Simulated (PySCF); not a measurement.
Isomers of C4H8FOP, mass 122.030 u with the commonest isotopes. Method used: CAM-B3LYP/def2-SVPD in PySCF (dipole) on a GFN2-xTB geometry, gas phase. One conformer each, none proved a minimum here; rigid rotors.

Question: Order these by radius of gyration √(Σ m r²/M), smallest first.
A. `[CH3:1][O:2][CH2:3]/[P:4]=[C:5](\[CH3:6])[F:7]` with C1–O2–C3–P4 -69°, O2–C3–P4–C5 -62°
B. `[OH:1][CH2:2][CH2:3][CH2:4]/[P:5]=[CH:6]\[F:7]` with H–O1–C2–C3 59°, O1–C2–C3–C4 179°, C2–C3–C4–P5 64°, C3–C4–P5–C6 -122°
C. `[CH3:1][C@@H:2]1[C@H:3]([F:4])[CH2:5][P@H:6]1=[O:7]` with C1–C2–C3–F4 -30°, C2–C3–C5–P6 19°, C3–C5–P6–O7 -137°, C1–C2–P6–C5 138°

Answer: C (1.792 Å), A (1.973 Å), B (2.149 Å).

Question: Order these by out-of-plane moment Σ m c² = (Ia + Ib − Ic)/2, largest first.
A. `[CH3:1][C@@H:2]1[C@H:3]([F:4])[CH2:5][P@H:6]1=[O:7]` with C1–C2–C3–F4 -30°, C2–C3–C5–P6 19°, C3–C5–P6–O7 -137°, C1–C2–P6–C5 138°
B. `[CH3:1][O:2][CH2:3]/[P:4]=[C:5](\[CH3:6])[F:7]` with C1–O2–C3–P4 -69°, O2–C3–P4–C5 -62°
C. `[OH:1][CH2:2][CH2:3][CH2:4]/[P:5]=[CH:6]\[F:7]` with H–O1–C2–C3 59°, O1–C2–C3–C4 179°, C2–C3–C4–P5 64°, C3–C4–P5–C6 -122°

Answer: C (48.93 u·Å²), B (42.61 u·Å²), A (27.47 u·Å²).

Question: Order these by rotational constant A, smallest first.
A. `[CH3:1][C@@H:2]1[C@H:3]([F:4])[CH2:5][P@H:6]1=[O:7]` with C1–C2–C3–F4 -30°, C2–C3–C5–P6 19°, C3–C5–P6–O7 -137°, C1–C2–P6–C5 138°
B. `[CH3:1][O:2][CH2:3]/[P:4]=[C:5](\[CH3:6])[F:7]` with C1–O2–C3–P4 -69°, O2–C3–P4–C5 -62°
C. `[OH:1][CH2:2][CH2:3][CH2:4]/[P:5]=[CH:6]\[F:7]` with H–O1–C2–C3 59°, O1–C2–C3–C4 179°, C2–C3–C4–P5 64°, C3–C4–P5–C6 -122°

Answer: A (3434 MHz), C (3507 MHz), B (3638 MHz).

```json
{"SMILES": "OCCC/P=C\\F", "point group": "C1", "Ia (u·Å²)": "144.10", "Ib (u·Å²)": "468.40", "Ic (u·Å²)": "514.63", "κ": "-0.92", "μa (D)": "0.59", "μb (D)": "1.63", "μc (D)": "0.03"}
{"SMILES": "COC/P=C(\\C)F", "point group": "C1", "Ia (u·Å²)": "138.93", "Ib (u·Å²)": "378.50", "Ic (u·Å²)": "432.21", "κ": "-0.87", "μa (D)": "1.72", "μb (D)": "0.97", "μc (D)": "0.50"}
{"SMILES": "C[C@@H]1[C@H](F)C[P@H]1=O", "point group": "C1", "Ia (u·Å²)": "147.18", "Ib (u·Å²)": "271.99", "Ic (u·Å²)": "364.23", "κ": "-0.54", "μa (D)": "3.06", "μb (D)": "0.35", "μc (D)": "0.74"}
```
